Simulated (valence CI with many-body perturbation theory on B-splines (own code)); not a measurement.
**Forbidden lines of Dy26+**

Calculated by configuration interaction combined with many-body perturbation theory (CI+MBPT): four valence electrons over a frozen Dirac-Fock core [Kr], a basis of 9 s, 9 p, 10 d, 8 f, 5 g, 3 h, 1 i functions for each j, with the one-electron correlation potential Σ1, the two-electron term Σ2, the three-electron term Σ3, Breit, model QED; selected CI, second order for the rest (own B-spline code, finite nucleus).

The last digits are not significant, and no measured levels were compared; by estimate large intervals hold to a few tenths of a per cent, small ones and those within an open d or f shell to about a per cent. Only levels of the ground parity were solved; by the run's estimate the other parity begins above the list, which can be wrong where configurations are misplaced.

Lines 1 to 50 of 120 in falling wavelength, among levels below 433210 cm⁻¹, chosen from the decays that carry over 1 % of a level's rate. Wavelengths and rates use the calculated energies. Electric multipoles are in the length gauge, E1 and E2 with the static RPA response of the core. S is in atomic units (e²a₀⁴ for E2 and M2, e²a₀⁶ for E3), for M1 in squared Bohr magnetons. Weak lines are less certain than strong ones. Lines between different terms over intervals too small for the method are left out, as are lines whose strength nearly cancels. The highest levels of a list are the least certain.

Levels are named by their leading jj configuration (3d3/2^4 stands for four electrons in 3d with j = 3/2), which in mixed levels can hold well under half, so a name can repeat and another be missing. Letters in brackets count levels of one name in rising energy.

| λ vac (Å) | Upper | Lower | Type | A (s⁻¹) | S (a.u.) |
| --- | --- | --- | --- | --- | --- |
| 18470 | (4d3/2^3 4d5/2) J=3 | (4d3/2^3 4d5/2) J=4 | M1 | 2.06e+00 | 3.36e+00 |
| 17300 | (4d3/2^3 4d5/2) J=4 | (4d3/2^3 4d5/2) J=2 | E2 | 7.01e-07 | 8.73e-03 |
| 11640 | (4d3/2^2 4d5/2^2) J=6 | (4d3/2^2 4d5/2^2) J=5 | M1 | 5.55e+00 | 4.21e+00 |
| 8932 | (4d3/2^3 4d5/2) J=3 | (4d3/2^3 4d5/2) J=2 | M1 | 3.41e+01 | 6.31e+00 |
| 6367 | (4d3/2^2 4d5/2^2) J=2 [b] | (4d3/2^2 4d5/2^2) J=1 | M1 | 3.79e+01 | 1.81e+00 |
| 5794 | (4d3/2^2 4d5/2^2) J=5 | (4d3/2^2 4d5/2^2) J=4 [a] | M1 | 5.24e+01 | 4.15e+00 |
| 5335 | (4d3/2^2 4d5/2^2) J=4 [b] | (4d3/2^2 4d5/2^2) J=5 | M1 | 1.40e+01 | 7.09e-01 |
| 3747 | (4d3/2^3 4d5/2) J=2 | (4d3/2^3 4d5/2) J=1 | M1 | 5.99e+02 | 5.84e+00 |
| 3422 | (4d3/2^2 4d5/2^2) J=1 | (4d3/2^2 4d5/2^2) J=0 [a] | M1 | 3.53e+02 | 1.58e+00 |
| 3309 | (4d3/2^2 4d5/2^2) J=4 [b] | (4d3/2^2 4d5/2^2) J=3 [a] | M1 | 2.61e+02 | 3.16e+00 |
| 3128 | (4d3/2^2 4d5/2^2) J=3 [b] | (4d3/2^2 4d5/2^2) J=3 [a] | M1 | 6.47e+01 | 5.14e-01 |
| 3046 | (4d3/2^2 4d5/2^2) J=2 [d] | (4d3/2^2 4d5/2^2) J=2 [c] | M1 | 1.31e+02 | 6.87e-01 |
| 2884 | (4d3/2^2 4d5/2^2) J=2 [b] | (4d3/2^2 4d5/2^2) J=2 [a] | M1 | 2.80e+02 | 1.25e+00 |
| 2794 | (4d3/2 4d5/2^3) J=3 [c] | (4d3/2 4d5/2^3) J=2 [a] | M1 | 4.37e+02 | 2.48e+00 |
| 2778 | (4d3/2^2 4d5/2^2) J=4 [b] | (4d3/2^2 4d5/2^2) J=4 [a] | M1 | 5.70e+01 | 4.08e-01 |
| 2649 | (4d3/2^2 4d5/2^2) J=3 [b] | (4d3/2^2 4d5/2^2) J=4 [a] | M1 | 5.47e+01 | 2.64e-01 |
| 2557 | (4d3/2 4d5/2^3) J=3 [b] | (4d3/2 4d5/2^3) J=3 [a] | M1 | 2.79e+02 | 1.21e+00 |
| 2401 | (4d3/2 4d5/2^3) J=1 [b] | (4d3/2 4d5/2^3) J=0 | M1 | 3.18e+02 | 4.90e-01 |
| 2185 | (4d3/2^2 4d5/2^2) J=4 [a] | (4d3/2^3 4d5/2) J=3 | M1 | 6.19e+02 | 2.15e+00 |
| 2184 | (4d3/2^2 4d5/2^2) J=2 [c] | (4d3/2^2 4d5/2^2) J=1 | M1 | 1.30e+02 | 2.51e-01 |
| 2144 | (4d3/2 4d5/2^3) J=2 [b] | (4d3/2 4d5/2^3) J=2 [a] | M1 | 7.08e+02 | 1.29e+00 |
| 2100 | (4d3/2 4d5/2^3) J=3 [a] | (4d3/2^2 4d5/2^2) J=4 [b] | M1 | 4.15e+02 | 9.99e-01 |
| 1983 | (4d3/2 4d5/2^3) J=4 [a] | (4d3/2^2 4d5/2^2) J=5 | M1 | 3.75e+02 | 9.77e-01 |
| 1965 | (4d3/2 4d5/2^3) J=2 [a] | (4d3/2^2 4d5/2^2) J=2 [c] | M1 | 1.09e+03 | 1.53e+00 |
| 1954 | (4d3/2^2 4d5/2^2) J=4 [a] | (4d3/2^3 4d5/2) J=4 | M1 | 3.91e+03 | 9.72e+00 |
| 1940 | (4d3/2^2 4d5/2^2) J=3 [a] | (4d3/2^3 4d5/2) J=3 | M1 | 2.93e+03 | 5.56e+00 |
| 1925 | (4d3/2^3 4d5/2) J=1 | (4d3/2^4) J=0 | M1 | 4.17e+03 | 3.31e+00 |
| 1857 | (4d3/2 4d5/2^3) J=3 [c] | (4d3/2^2 4d5/2^2) J=2 [d] | M1 | 1.08e+02 | 1.80e-01 |
| 1857 | (4d3/2 4d5/2^3) J=3 [b] | (4d3/2^2 4d5/2^2) J=2 [c] | M1 | 1.47e+02 | 2.45e-01 |
| 1832 | (4d3/2 4d5/2^3) J=1 [b] | (4d3/2^2 4d5/2^2) J=2 [d] | M1 | 2.24e+03 | 1.53e+00 |
| 1751 | (4d3/2 4d5/2^3) J=1 [a] | (4d3/2^2 4d5/2^2) J=2 [b] | M1 | 9.86e+02 | 5.89e-01 |
| 1664 | (4d3/2 4d5/2^3) J=5 | (4d3/2^2 4d5/2^2) J=4 [b] | M1 | 2.62e+03 | 4.92e+00 |
| 1656 | (4d3/2 4d5/2^3) J=1 [b] | (4d3/2 4d5/2^3) J=1 [a] | M1 | 3.61e+02 | 1.82e-01 |
| 1637 | (4d3/2^2 4d5/2^2) J=2 [a] | (4d3/2^3 4d5/2) J=2 | M1 | 2.21e+03 | 1.79e+00 |
| 1615 | (4d3/2 4d5/2^3) J=4 [a] | (4d3/2^2 4d5/2^2) J=3 [a] | M1 | 7.31e+02 | 1.03e+00 |
| 1612 | (4d3/2^2 4d5/2^2) J=0 [b] | (4d3/2 4d5/2^3) J=1 [a] | M1 | 9.25e+02 | 1.44e-01 |
| 1594 | (4d3/2^2 4d5/2^2) J=3 [a] | (4d3/2^3 4d5/2) J=2 | M1 | 2.43e+03 | 2.55e+00 |
| 1592 | (4d3/2 4d5/2^3) J=3 [c] | (4d3/2^2 4d5/2^2) J=4 [c] | M1 | 1.82e+03 | 1.91e+00 |
| 1590 | (4d3/2^2 4d5/2^2) J=2 [d] | (4d3/2^2 4d5/2^2) J=2 [b] | M1 | 8.16e+02 | 6.08e-01 |
| 1564 | (4d3/2^2 4d5/2^2) J=2 [d] | (4d3/2^2 4d5/2^2) J=3 [b] | M1 | 6.43e+02 | 4.56e-01 |
| 1544 | (4d3/2^2 4d5/2^2) J=2 [c] | (4d3/2^2 4d5/2^2) J=2 [a] | M1 | 7.15e+02 | 4.88e-01 |
| 1477 | (4d3/2 4d5/2^3) J=4 [a] | (4d3/2^2 4d5/2^2) J=4 [a] | M1 | 5.86e+03 | 6.30e+00 |
| 1461 | (4d3/2^2 4d5/2^2) J=5 | (4d3/2^3 4d5/2) J=4 | M1 | 2.74e+03 | 3.49e+00 |
| 1424 | (4d3/2 4d5/2^3) J=5 | (4d3/2^2 4d5/2^2) J=6 | M1 | 1.54e+03 | 1.82e+00 |
| 1418 | (4d3/2 4d5/2^3) J=2 [b] | (4d3/2 4d5/2^3) J=1 [a] | M1 | 9.16e+02 | 4.85e-01 |
| 1373 | (4d3/2 4d5/2^3) J=1 [a] | (4d3/2^2 4d5/2^2) J=1 | M1 | 4.09e+03 | 1.18e+00 |
| 1345 | (4d3/2 4d5/2^3) J=6 | (4d3/2^2 4d5/2^2) J=6 | M1 | 3.20e+03 | 3.75e+00 |
| 1325 | (4d3/2^2 4d5/2^2) J=4 [c] | (4d3/2^2 4d5/2^2) J=5 | M1 | 4.07e+02 | 3.16e-01 |
| 1298 | (4d3/2^2 4d5/2^2) J=6 | (4d3/2^3 4d5/2) J=4 | E2 | 2.58e-01 | 1.10e-02 |
| 1291 | (4d3/2 4d5/2^3) J=4 [b] | (4d3/2 4d5/2^3) J=3 [a] | M1 | 3.97e+02 | 2.85e-01 |
